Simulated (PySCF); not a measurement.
## Electron correlation in Ru²⁺ (ruthenium, charge +2)

[Kr] 4d5 5p1, high-spin 7P determinant (an excited configuration). Calculation: PySCF 2.14, in x2c-TZVPPall with one added diffuse shell each of s, p, d, f type (9s7p7d3f1g, 95 functions); scalar relativity by spin-free X2C-1e. Frozen: [Kr]; 6 electrons correlated.

MP2 pair energies summed by pair of shells (mhartree):

```csv
pair,energy,share (%)
4d-4d,-59.13,78.7
4d-5p,-16.00,21.3
```

Total MP2 correlation energy: -75.12 mhartree.

Same-spin part -75.12 and opposite-spin part 0.00 mhartree; SCS-MP2 scales them by 1/3 and 6/5 to -25.04 mhartree.
